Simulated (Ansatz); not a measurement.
Steps of a relaxation of C$_{3}$H$_{12}$N$_{2}$Si, SMILES `C[Si](C)(C)NN` with RKS PBE0-D4/def2-TZVP.

```sh
$ ansatz run in.yaml --threads 2 --pin off --events-out ev --progress --plain --max-ram 22528MiB --backend cuda --devices 0, --max-vram 18GiB
```

```yaml
crystal:
  periodic: [false, false, false]
  atoms:
    - {symbol: C, position_ang: [-0.846370, -1.719610, 0.003350]}
    - {symbol: Si, position_ang: [0.222520, -0.131000, -0.044160]}
    - {symbol: C, position_ang: [2.065740, -0.569460, 0.047830]}
    - {symbol: C, position_ang: [-0.215250, 0.835170, -1.629360]}
    - {symbol: N, position_ang: [-0.059680, 0.949810, 1.285150]}
    - {symbol: N, position_ang: [-1.297820, 1.609690, 1.537140]}
    - {symbol: H, position_ang: [-1.908230, -1.489640, -0.037000]}
    - {symbol: H, position_ang: [-0.628600, -2.374370, -0.835080]}
    - {symbol: H, position_ang: [-0.671560, -2.287500, 0.913260]}
    - {symbol: H, position_ang: [2.687160, 0.316250, -0.022460]}
    - {symbol: H, position_ang: [2.341410, -1.232090, -0.765150]}
    - {symbol: H, position_ang: [2.310340, -1.072690, 0.977170]}
    - {symbol: H, position_ang: [0.329670, 1.772880, -1.681940]}
    - {symbol: H, position_ang: [-1.275730, 1.067150, -1.677220]}
    - {symbol: H, position_ang: [0.028190, 0.263260, -2.519320]}
    - {symbol: H, position_ang: [0.432540, 0.826270, 2.157970]}
    - {symbol: H, position_ang: [-1.442810, 2.289730, 0.795220]}
    - {symbol: H, position_ang: [-2.071520, 0.946170, 1.494610]}
basis:
  gaussian: {orbitals: def2-TZVP}
hamiltonian: {xc: pbe0, dispersion: d4}
relax: {f_tol: 0.005, max_steps: 150}
```

Positions (Å) and forces (eV/Å) along the path, 7 of 12 steps:

```xyz
18
step=1 energy=-14157.3654 eV
C    -0.846   -1.720    0.003    0.406    0.618    0.054
Si    0.223   -0.131   -0.044   -0.041   -0.053   -0.337
C     2.066   -0.569    0.048   -0.684    0.140   -0.083
C    -0.215    0.835   -1.629    0.199   -0.394    0.576
N    -0.060    0.950    1.285   -0.186   -0.050    0.235
N    -1.298    1.610    1.537    0.086   -0.216   -0.338
H    -1.908   -1.490   -0.037   -0.209    0.110   -0.020
H    -0.629   -2.374   -0.835    0.091   -0.102   -0.246
H    -0.672   -2.288    0.913    0.088   -0.074    0.210
H     2.687    0.316   -0.022    0.088    0.271   -0.025
H     2.341   -1.232   -0.765    0.052   -0.205   -0.220
H     2.310   -1.073    0.977    0.010   -0.153    0.258
H     0.330    1.773   -1.682    0.164    0.186    0.061
H    -1.276    1.067   -1.677   -0.243    0.005    0.036
H     0.028    0.263   -2.519    0.049   -0.191   -0.195
H     0.433    0.826    2.158    0.031    0.044   -0.136
H    -1.443    2.290    0.795   -0.007   -0.053    0.177
H    -2.072    0.946    1.495    0.106    0.117   -0.009
18
step=2 energy=-14157.4133 eV
C    -0.829   -1.690    0.004    0.166    0.286    0.040
Si    0.223   -0.117   -0.045   -0.027   -0.114   -0.176
C     2.045   -0.572    0.039   -0.291    0.099   -0.015
C    -0.204    0.817   -1.627    0.104   -0.143    0.283
N    -0.068    0.946    1.293   -0.132   -0.009    0.099
N    -1.312    1.585    1.542    0.080   -0.142   -0.225
H    -1.895   -1.453   -0.021   -0.061   -0.006   -0.002
H    -0.615   -2.331   -0.853    0.004   -0.028   -0.058
H    -0.633   -2.263    0.912    0.007   -0.027    0.034
H     2.667    0.321   -0.034    0.061    0.055   -0.004
H     2.315   -1.244   -0.777    0.013   -0.045   -0.049
H     2.281   -1.078    0.976    0.022   -0.039    0.064
H     0.359    1.750   -1.685    0.024    0.052   -0.017
H    -1.269    1.057   -1.666   -0.055    0.021   -0.008
H     0.029    0.221   -2.511    0.007   -0.043   -0.031
H     0.437    0.832    2.158    0.026    0.044   -0.058
H    -1.451    2.297    0.832   -0.006   -0.025    0.115
H    -2.080    0.922    1.463    0.061    0.064    0.008
18
step=3 energy=-14157.4250 eV
C    -0.828   -1.671    0.008    0.000   -0.004   -0.005
Si    0.223   -0.117   -0.049   -0.005    0.055    0.028
C     2.034   -0.566    0.036    0.002   -0.008    0.018
C    -0.190    0.810   -1.620    0.007    0.000   -0.028
N    -0.072    0.942    1.288   -0.055   -0.002    0.073
N    -1.324    1.554    1.539    0.045   -0.052   -0.097
H    -1.897   -1.434    0.006    0.025   -0.020    0.002
H    -0.632   -2.302   -0.865   -0.027   -0.003    0.027
H    -0.614   -2.257    0.906   -0.015    0.003   -0.030
H     2.662    0.325   -0.039   -0.005   -0.031   -0.001
H     2.301   -1.245   -0.778    0.014    0.010    0.015
H     2.269   -1.072    0.978    0.014    0.007   -0.022
H     0.395    1.731   -1.696   -0.026   -0.035   -0.010
H    -1.251    1.074   -1.655    0.030    0.007   -0.017
H     0.022    0.193   -2.498   -0.016    0.030    0.002
H     0.454    0.856    2.142   -0.005    0.036   -0.022
H    -1.470    2.293    0.861   -0.004   -0.018    0.056
H    -2.083    0.885    1.437    0.021    0.023    0.012
18
step=4 energy=-14157.4272 eV
C    -0.828   -1.662    0.008   -0.030   -0.037   -0.003
Si    0.224   -0.111   -0.050    0.001    0.018    0.023
C     2.032   -0.567    0.039    0.038   -0.007    0.014
C    -0.184    0.808   -1.627    0.002    0.019   -0.046
N    -0.075    0.946    1.288   -0.007   -0.022    0.022
N    -1.331    1.538    1.545    0.009   -0.011   -0.038
H    -1.897   -1.425    0.016    0.011   -0.009    0.002
H    -0.644   -2.293   -0.868   -0.010    0.011    0.020
H    -0.609   -2.254    0.901   -0.007    0.005   -0.014
H     2.665    0.321   -0.039    0.001   -0.017   -0.001
H     2.302   -1.248   -0.773   -0.003    0.015    0.011
H     2.268   -1.071    0.981   -0.002    0.011   -0.017
H     0.412    1.720   -1.714   -0.013   -0.015   -0.007
H    -1.241    1.088   -1.662    0.021    0.003    0.000
H     0.015    0.185   -2.504   -0.007    0.016    0.017
H     0.464    0.876    2.136   -0.002    0.022   -0.015
H    -1.489    2.286    0.881   -0.007   -0.002    0.022
H    -2.083    0.863    1.441    0.004    0.002    0.010
18
step=6 energy=-14157.4284 eV
C    -0.832   -1.662    0.006   -0.004   -0.003   -0.003
Si    0.224   -0.111   -0.052    0.003    0.018    0.001
C     2.034   -0.565    0.043    0.009   -0.008    0.006
C    -0.178    0.808   -1.632   -0.001   -0.003   -0.012
N    -0.079    0.943    1.286    0.027   -0.023    0.013
N    -1.335    1.529    1.549   -0.019    0.011    0.004
H    -1.900   -1.422    0.022   -0.001    0.002    0.000
H    -0.658   -2.291   -0.872   -0.002    0.002    0.000
H    -0.611   -2.257    0.895    0.001    0.001    0.001
H     2.669    0.321   -0.035   -0.004    0.000    0.000
H     2.305   -1.246   -0.769    0.000    0.001    0.001
H     2.268   -1.070    0.985    0.000    0.001   -0.002
H     0.426    1.714   -1.725    0.003   -0.005    0.002
H    -1.232    1.100   -1.663    0.001    0.002   -0.001
H     0.010    0.181   -2.508   -0.002    0.001    0.001
H     0.477    0.900    2.124   -0.008    0.011   -0.016
H    -1.504    2.277    0.888   -0.003   -0.002    0.000
H    -2.085    0.852    1.459    0.002   -0.008    0.005
18
step=7 energy=-14157.4294 eV
C    -0.838   -1.651    0.002   -0.006    0.000    0.005
Si    0.226   -0.106   -0.056   -0.014   -0.005   -0.012
C     2.035   -0.566    0.049    0.005    0.000   -0.002
C    -0.166    0.806   -1.643    0.006    0.005   -0.011
N    -0.082    0.946    1.281    0.034   -0.006    0.044
N    -1.344    1.510    1.560   -0.018    0.021    0.020
H    -1.904   -1.405    0.029   -0.002    0.004   -0.002
H    -0.677   -2.277   -0.880    0.005    0.004   -0.002
H    -0.613   -2.252    0.887    0.001   -0.002    0.005
H     2.673    0.317   -0.028    0.002    0.005    0.000
H     2.307   -1.248   -0.761   -0.003    0.001   -0.003
H     2.264   -1.070    0.992   -0.006    0.000    0.003
H     0.459    1.697   -1.749   -0.002   -0.006    0.001
H    -1.213    1.125   -1.669    0.009   -0.004    0.003
H    -0.001    0.168   -2.515   -0.001    0.003    0.005
H     0.503    0.945    2.102   -0.050    0.007   -0.052
H    -1.547    2.246    0.895    0.012   -0.031    0.004
H    -2.081    0.815    1.504    0.028    0.003   -0.006
18
step=12 energy=-14157.4302 eV
C    -0.852   -1.635    0.002    0.000    0.000   -0.001
Si    0.226   -0.100   -0.061   -0.003   -0.003    0.002
C     2.033   -0.565    0.051    0.001    0.001   -0.001
C    -0.150    0.803   -1.658    0.001    0.001    0.001
N    -0.081    0.951    1.276    0.002   -0.001    0.001
N    -1.348    1.487    1.583   -0.002   -0.002   -0.002
H    -1.916   -1.379    0.007    0.000    0.000    0.000
H    -0.680   -2.273   -0.870    0.000    0.000    0.000
H    -0.646   -2.226    0.898    0.000    0.000    0.000
H     2.672    0.319    0.000    0.000    0.000    0.000
H     2.312   -1.227   -0.773    0.000    0.000    0.000
H     2.251   -1.092    0.984   -0.001    0.000    0.000
H     0.493    1.679   -1.773    0.000    0.001   -0.001
H    -1.189    1.143   -1.685    0.000    0.000    0.000
H     0.001    0.153   -2.524    0.000    0.000    0.001
H     0.536    1.006    2.068   -0.001    0.001   -0.001
H    -1.601    2.188    0.896    0.000    0.000    0.000
H    -2.061    0.766    1.577    0.002    0.002    0.000
```

Hardware: 2 threads of an AMD EPYC 7R13 on a shared host and a share of an NVIDIA H100 80 GB. Wall time 21 s, peak host memory 0.93 GiB.
